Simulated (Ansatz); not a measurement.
Relaxation of GeEt3(NHMe) (C₇H₁₉GeN) with RKS r2SCAN-D4/def2-SVP.

```sh
$ ansatz run in.yaml --threads 4 --pin off --events-out ev --progress --plain --max-ram 6963MiB
```

```yaml
crystal:
  periodic: [false, false, false]
  atoms:
    - {symbol: Ge, position_ang: [0.000830, -0.033360, -0.025900]}
    - {symbol: C, position_ang: [0.002970, -0.133680, 1.976350]}
    - {symbol: C, position_ang: [-1.379740, 0.070450, 2.577120]}
    - {symbol: H, position_ang: [0.690760, 0.619140, 2.362940]}
    - {symbol: H, position_ang: [0.394790, -1.104640, 2.281810]}
    - {symbol: H, position_ang: [-1.350340, -0.026100, 3.661900]}
    - {symbol: H, position_ang: [-1.760390, 1.059270, 2.331870]}
    - {symbol: H, position_ang: [-2.074880, -0.665980, 2.181260]}
    - {symbol: C, position_ang: [1.880010, -0.157640, -0.777070]}
    - {symbol: C, position_ang: [2.596590, -1.443870, -0.395770]}
    - {symbol: H, position_ang: [2.452280, 0.699360, -0.425170]}
    - {symbol: H, position_ang: [1.817210, -0.076840, -1.863330]}
    - {symbol: H, position_ang: [3.590990, -1.482170, -0.839480]}
    - {symbol: H, position_ang: [2.701910, -1.517740, 0.684970]}
    - {symbol: H, position_ang: [2.036640, -2.311520, -0.741470]}
    - {symbol: C, position_ang: [-0.900380, 1.623610, -0.710070]}
    - {symbol: C, position_ang: [-0.239500, 2.908390, -0.231520]}
    - {symbol: H, position_ang: [-1.941830, 1.597030, -0.389530]}
    - {symbol: H, position_ang: [-0.903800, 1.603180, -1.800310]}
    - {symbol: H, position_ang: [-0.761490, 3.781350, -0.621380]}
    - {symbol: H, position_ang: [-0.247580, 2.963010, 0.855100]}
    - {symbol: H, position_ang: [0.795360, 2.953660, -0.564740]}
    - {symbol: N, position_ang: [-1.085850, -1.431300, -0.555630]}
    - {symbol: C, position_ang: [-1.292610, -1.748030, -1.956750]}
    - {symbol: H, position_ang: [-0.937460, -2.281210, -0.027230]}
    - {symbol: H, position_ang: [-2.173690, -2.384270, -2.065810]}
    - {symbol: H, position_ang: [-1.469890, -0.821410, -2.499400]}
    - {symbol: H, position_ang: [-0.440930, -2.258670, -2.422770]}
basis:
  gaussian: {orbitals: def2-SVP}
hamiltonian: {xc: r2scan, dispersion: d4}
scf: {lower_state_search: "off"}
output: {orbitals: {seedname: orbitals}}
relax: {f_tol: 0.03, max_steps: 70}
```

It took 42 s on 4 threads of Intel Xeon Platinum 8259CL on a shared host.

Positions (Å) and forces (eV/Å) at steps 1, 2, 3, 4, 6 of 6:

```xyz
28
step=1 energy=-65558.6709 eV
Ge    0.001   -0.033   -0.026    0.271    0.392   -0.006
C     0.003   -0.134    1.976   -0.283    0.192   -0.800
C    -1.380    0.070    2.577    0.387   -0.086   -0.242
H     0.691    0.619    2.363    0.391    0.269    0.098
H     0.395   -1.105    2.282    0.283   -0.407    0.011
H    -1.350   -0.026    3.662   -0.082   -0.013    0.453
H    -1.760    1.059    2.332   -0.288    0.427   -0.050
H    -2.075   -0.666    2.181   -0.412   -0.269   -0.122
C     1.880   -0.158   -0.777   -0.825   -0.261    0.472
C     2.597   -1.444   -0.396   -0.308    0.378   -0.094
H     2.452    0.699   -0.425    0.184    0.498    0.124
H     1.817   -0.077   -1.863   -0.104    0.137   -0.440
H     3.591   -1.482   -0.839    0.429   -0.115   -0.129
H     2.702   -1.518    0.685    0.113   -0.149    0.464
H     2.037   -2.312   -0.741   -0.170   -0.448   -0.095
C    -0.900    1.624   -0.710    0.611   -0.419    0.508
C    -0.239    2.908   -0.232   -0.168   -0.452   -0.150
H    -1.942    1.597   -0.390   -0.445   -0.151    0.109
H    -0.904    1.603   -1.800   -0.021   -0.155   -0.457
H    -0.761    3.781   -0.621   -0.139    0.435   -0.101
H    -0.248    2.963    0.855    0.052    0.147    0.495
H     0.795    2.954   -0.565    0.480    0.150   -0.089
N    -1.086   -1.431   -0.556    0.000    0.032    0.029
C    -1.293   -1.748   -1.957    0.174    0.159    0.633
H    -0.937   -2.281   -0.027    0.065   -0.213    0.296
H    -2.174   -2.384   -2.066   -0.331   -0.195   -0.197
H    -1.470   -0.821   -2.499   -0.139    0.302   -0.383
H    -0.441   -2.259   -2.423    0.273   -0.186   -0.338
28
step=2 energy=-65558.8059 eV
Ge   -0.003   -0.032   -0.037    0.208    0.225    0.139
C     0.013   -0.107    1.936   -0.145    0.002   -0.350
C    -1.378    0.083    2.543    0.220   -0.042   -0.012
H     0.718    0.652    2.307    0.082    0.064    0.054
H     0.433   -1.086    2.215    0.051   -0.085    0.094
H    -1.355   -0.018    3.637   -0.050    0.002    0.136
H    -1.784    1.077    2.312   -0.060    0.120   -0.022
H    -2.087   -0.656    2.149   -0.093   -0.084   -0.051
C     1.843   -0.146   -0.767   -0.378   -0.144    0.193
C     2.555   -1.442   -0.380   -0.034    0.200   -0.103
H     2.404    0.733   -0.417    0.085    0.106    0.012
H     1.759   -0.054   -1.861    0.055    0.019   -0.129
H     3.557   -1.501   -0.827    0.124   -0.058   -0.024
H     2.675   -1.525    0.709    0.023   -0.025    0.132
H     1.991   -2.324   -0.716   -0.071   -0.109   -0.030
C    -0.880    1.617   -0.682    0.173   -0.255    0.112
C    -0.218    2.910   -0.204   -0.091   -0.224   -0.068
H    -1.929    1.559   -0.356   -0.125    0.039   -0.004
H    -0.888    1.570   -1.782   -0.052    0.051   -0.129
H    -0.742    3.796   -0.589   -0.040    0.122   -0.028
H    -0.217    2.980    0.892    0.011    0.024    0.138
H     0.827    2.976   -0.537    0.128    0.027   -0.029
N    -1.054   -1.467   -0.546   -0.048   -0.008   -0.165
C    -1.282   -1.767   -1.952    0.086    0.061    0.307
H    -0.871   -2.315   -0.014    0.019    0.004    0.066
H    -2.152   -2.432   -2.068   -0.090   -0.063   -0.073
H    -1.512   -0.839   -2.494   -0.045    0.065   -0.077
H    -0.425   -2.243   -2.468    0.057   -0.033   -0.089
28
step=3 energy=-65558.8203 eV
Ge    0.002   -0.022   -0.033   -0.024   -0.034   -0.039
C     0.019   -0.099    1.928   -0.017    0.012   -0.010
C    -1.370    0.090    2.541    0.016    0.002    0.007
H     0.726    0.664    2.298   -0.005   -0.010    0.021
H     0.446   -1.076    2.222   -0.007    0.028   -0.003
H    -1.355   -0.007    3.640    0.003    0.002   -0.022
H    -1.782    1.086    2.307    0.005   -0.014    0.003
H    -2.083   -0.652    2.146    0.012    0.011    0.001
C     1.831   -0.145   -0.765   -0.004    0.006    0.012
C     2.543   -1.440   -0.376    0.008    0.012   -0.007
H     2.400    0.738   -0.421    0.023   -0.016   -0.019
H     1.758   -0.054   -1.864    0.011    0.003    0.017
H     3.548   -1.517   -0.825   -0.027    0.004    0.009
H     2.669   -1.522    0.717   -0.001   -0.001   -0.012
H     1.970   -2.326   -0.701    0.002    0.013    0.007
C    -0.890    1.598   -0.691    0.039   -0.018    0.029
C    -0.219    2.882   -0.199   -0.050    0.040   -0.033
H    -1.944    1.550   -0.366    0.023    0.012   -0.005
H    -0.906    1.568   -1.796    0.006    0.008    0.033
H    -0.736    3.783   -0.572    0.023   -0.001    0.018
H    -0.213    2.944    0.902   -0.001   -0.005   -0.015
H     0.831    2.950   -0.533   -0.014   -0.005    0.004
N    -1.045   -1.459   -0.545   -0.042   -0.094   -0.111
C    -1.273   -1.754   -1.951    0.025    0.029    0.107
H    -0.854   -2.306   -0.011   -0.008    0.017   -0.012
H    -2.131   -2.439   -2.078    0.023    0.008   -0.005
H    -1.533   -0.827   -2.489    0.003   -0.023    0.020
H    -0.408   -2.205   -2.486   -0.022    0.015    0.005
28
step=4 energy=-65558.8217 eV
Ge    0.001   -0.026   -0.036    0.011    0.020    0.006
C     0.019   -0.096    1.924   -0.003   -0.003    0.022
C    -1.369    0.093    2.538   -0.004    0.002   -0.001
H     0.726    0.666    2.298   -0.004   -0.006   -0.006
H     0.446   -1.071    2.222   -0.003    0.009    0.001
H    -1.354   -0.005    3.637    0.003    0.000   -0.014
H    -1.780    1.090    2.305    0.004   -0.010    0.002
H    -2.082   -0.648    2.143    0.006    0.008    0.004
C     1.830   -0.146   -0.765    0.019   -0.004   -0.010
C     2.538   -1.443   -0.376    0.008   -0.009   -0.001
H     2.406    0.734   -0.424   -0.010   -0.010   -0.003
H     1.760   -0.056   -1.864    0.003    0.000    0.008
H     3.541   -1.526   -0.828   -0.015    0.002    0.004
H     2.668   -1.523    0.717   -0.002    0.001   -0.011
H     1.960   -2.326   -0.697    0.005    0.007    0.005
C    -0.886    1.599   -0.687   -0.019    0.012   -0.013
C    -0.222    2.886   -0.196    0.005    0.002    0.007
H    -1.941    1.550   -0.365    0.006    0.002   -0.004
H    -0.901    1.572   -1.791    0.000    0.001    0.009
H    -0.740    3.787   -0.568    0.003   -0.017    0.003
H    -0.217    2.947    0.905    0.001    0.000   -0.010
H     0.828    2.957   -0.528   -0.008    0.000    0.005
N    -1.044   -1.467   -0.546   -0.017   -0.036   -0.054
C    -1.271   -1.757   -1.950    0.009    0.019    0.042
H    -0.847   -2.314   -0.014   -0.003    0.012   -0.001
H    -2.120   -2.454   -2.080    0.016    0.004    0.001
H    -1.546   -0.831   -2.482   -0.001   -0.014    0.007
H    -0.402   -2.192   -2.492   -0.010    0.007    0.001
28
step=6 energy=-65558.8224 eV
Ge    0.002   -0.025   -0.036    0.019    0.018    0.007
C     0.020   -0.088    1.926    0.003   -0.001   -0.002
C    -1.369    0.104    2.537   -0.001    0.000   -0.001
H     0.726    0.676    2.295    0.000    0.002   -0.001
H     0.446   -1.062    2.229    0.000   -0.001   -0.001
H    -1.354    0.010    3.636    0.000    0.000    0.003
H    -1.779    1.099    2.299   -0.001    0.002    0.000
H    -2.082   -0.639    2.144   -0.001   -0.001    0.000
C     1.830   -0.154   -0.768   -0.001    0.002    0.000
C     2.531   -1.455   -0.381    0.000   -0.001    0.000
H     2.411    0.722   -0.428    0.002    0.000    0.001
H     1.759   -0.063   -1.867   -0.003    0.000    0.000
H     3.529   -1.546   -0.840    0.003   -0.001    0.000
H     2.668   -1.533    0.711   -0.001    0.001    0.001
H     1.944   -2.334   -0.696    0.000   -0.001   -0.001
C    -0.886    1.598   -0.689   -0.002   -0.002   -0.003
C    -0.229    2.884   -0.187    0.002    0.001    0.004
H    -1.943    1.546   -0.374   -0.001   -0.001    0.000
H    -0.894    1.576   -1.793    0.001    0.000   -0.001
H    -0.747    3.785   -0.557   -0.001    0.002   -0.001
H    -0.230    2.939    0.915   -0.001    0.000    0.001
H     0.822    2.960   -0.512    0.000   -0.001   -0.001
N    -1.040   -1.469   -0.545   -0.019   -0.009    0.012
C    -1.262   -1.753   -1.949   -0.002   -0.004   -0.020
H    -0.836   -2.316   -0.016    0.003   -0.003   -0.005
H    -2.079   -2.485   -2.083    0.006    0.005    0.004
H    -1.580   -0.834   -2.469    0.000   -0.007    0.000
H    -0.379   -2.144   -2.502   -0.004    0.002    0.002
```
